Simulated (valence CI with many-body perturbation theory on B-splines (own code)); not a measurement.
Results of a calculation; reference values are marked as such.
## Energy levels of Kr²³⁺

Level of theory: configuration interaction combined with many-body perturbation theory (CI+MBPT): three valence electrons over a frozen Dirac-Fock core [Ne], radial functions for each j: 9 s, 9 p, 8 d, 6 f, 3 g, 1 h, with the one-electron correlation potential Σ1 (screened to all orders), the two-electron term Σ2, the three-electron term Σ3, Breit, model QED; selected single and double excitations, second order for the rest, scaled by the run's own slope (own B-spline code, finite nucleus).

No measured levels were compared; by estimate levels of excited configurations hold to 0.05 to 0.15 % of their energy, terms of the ground configuration to about 0.5 %.

Levels 1 to 31 of 31, with energies above the lowest level, 3s2 3p 2P°_1/2. "Leading %" is the weight of the configuration and term that name the level; weights of strongly mixed levels are sums over their largest components and can fall short, so below about 35 % the name and the second component can differ from the true leading terms, or belong to a minority configuration. In the jj column 3d3/2^4 stands for four electrons in 3d with j = 3/2.

| No. | Configuration | Term | J | E (cm⁻¹) | Leading % | Second component | Leading jj |
| --- | --- | --- | --- | --- | --- | --- | --- |
| 1 | 3s2 3p | 2P° | 1/2 | 0 | 98 |  | 3s^2 3p1/2 (98 %) |
| 2 | 3s2 3p | 2P° | 3/2 | 97367 | 98 |  | 3s^2 3p3/2 (98 %) |
| 3 | 3s 3p2 | 4P | 1/2 | 411820 | 91 | 7 % 3s 3p2 2S | 3s 3p1/2^2 (71 %) |
| 4 | 3s 3p2 | 4P | 3/2 | 464010 | 98 |  | 3s 3p1/2 3p3/2 (95 %) |
| 5 | 3s 3p2 | 4P | 5/2 | 500410 | 80 | 18 % 3s 3p2 2D | 3s 3p1/2 3p3/2 (74 %) |
| 6 | 3s 3p2 | 2D | 3/2 | 579870 | 81 | 12 % 3s2 3d 2D | 3s 3p1/2 3p3/2 (73 %) |
| 7 | 3s 3p2 | 2D | 5/2 | 611740 | 69 | 19 % 3s 3p2 4P | 3s 3p3/2^2 (70 %) |
| 8 | 3s 3p2 | 2P | 1/2 | 658210 | 61 | 32 % 3s 3p2 2S | 3s 3p1/2 3p3/2 (60 %) |
| 9 | 3s 3p2 | 2S | 1/2 | 755220 | 60 | 36 % 3s 3p2 2P | 3s 3p3/2^2 (82 %) |
| 10 | 3s 3p2 | 2P | 3/2 | 765480 | 88 | 7 % 3s2 3d 2D | 3s 3p3/2^2 (65 %) |
| 11 | 3s2 3d | 2D | 3/2 | 843180 | 80 | 15 % 3s 3p2 2D | 3s^2 3d3/2 (80 %) |
| 12 | 3s2 3d | 2D | 5/2 | 856190 | 86 | 12 % 3s 3p2 2D | 3s^2 3d5/2 (86 %) |
| 13 | 3p3 | 2D° | 3/2 | 1049700 | 38 | 22 % 3p3 2P° | 3p1/2^2 3p3/2 (74 %) |
| 14 | 3p3 | 2D° | 5/2 | 1097700 | 63 | 34 % 3s 3p 3d 2D° | 3p1/2 3p3/2^2 (63 %) |
| 15 | 3p3 | 4S° | 3/2 | 1107700 | 63 | 18 % 3p3 2D° | 3p1/2 3p3/2^2 (76 %) |
| 16 | 3s 3p 3d | 4F° | 3/2 | 1141600 | 90 |  | 3s 3p1/2 3d3/2 (81 %) |
| 17 | 3s 3p 3d | 4F° | 5/2 | 1161100 | 90 | 4 % 3s 3p 3d 4D° | 3s 3p1/2 3d3/2 (44 %) |
| 18 | 3s 3p 3d | 4F° | 7/2 | 1191400 | 90 | 8 % 3s 3p 3d 4D° | 3s 3p1/2 3d5/2 (61 %) |
| 19 | 3p3 | 2P° | 1/2 | 1202500 | 81 | 16 % 3s 3p 3d 2P° | 3p1/2 3p3/2^2 (81 %) |
| 20 | 3s 3p 3d | 4P° | 5/2 | 1225600 | 56 | 28 % 3s 3p 3d 4D° | 3s 3p1/2 3d5/2 (87 %) |
| 21 | 3s 3p 3d | 4D° | 3/2 | 1227900 | 51 | 28 % 3s 3p 3d 4P° | 3s 3p1/2 3d3/2 (50 %) |
| 22 | 3s 3p 3d | 4D° | 1/2 | 1233200 | 86 | 8 % 3s 3p 3d 4P° | 3s 3p1/2 3d3/2 (75 %) |
| 23 | 3s 3p 3d | 4F° | 9/2 | 1244800 | 100 |  | 3s 3p3/2 3d5/2 (100 %) |
| 24 | 3p3 | 2P° | 3/2 | 1248200 | 44 | 12 % 3s 3p 3d 4D° | 3p3/2^3 (55 %) |
| 25 | 3s 3p 3d | 4D° | 5/2 | 1292800 | 55 | 10 % 3s 3p 3d 2D° | 3s 3p3/2 3d3/2 (60 %) |
| 26 | 3s 3p 3d | 4D° | 7/2 | 1293600 | 89 | 9 % 3s 3p 3d 4F° | 3s 3p3/2 3d5/2 (61 %) |
| 27 | 3s 3p 3d | 4P° | 3/2 | 1297200 | 54 | 33 % 3s 3p 3d 4D° | 3s 3p3/2 3d3/2 (82 %) |
| 28 | 3s 3p 3d | 4P° | 1/2 | 1297300 | 91 | 9 % 3s 3p 3d 4D° | 3s 3p3/2 3d3/2 (96 %) |
| 29 | 3s 3p 3d | 2F° | 5/2 | 1304200 | 56 | 20 % 3s 3p 3d 4P° | 3s 3p1/2 3d5/2 (39 %) |
| 30 | 3s 3p 3d | 2D° | 3/2 | 1310600 | 55 | 19 % 3p3 2D° | 3s 3p3/2 3d3/2 (32 %) |
| 31 | 3s 3p 3d | 2D° | 5/2 | 1336400 | 50 | 23 % 3s 3p 3d 2F° | 3s 3p3/2 3d5/2 (69 %) |

Names give the largest LS component (configuration and term), which can be under half, so a name can repeat, a term be missing and a line seem to break the LS rules; names also repeat where a configuration has a term twice.

The ionisation energy to 3s2 1S_0 of the next ion comes out as 1051.1 eV (NIST: 1042 ± 5 eV (semi-empirical)). All 31 levels together are meant to be complete up to 1389800 cm⁻¹.
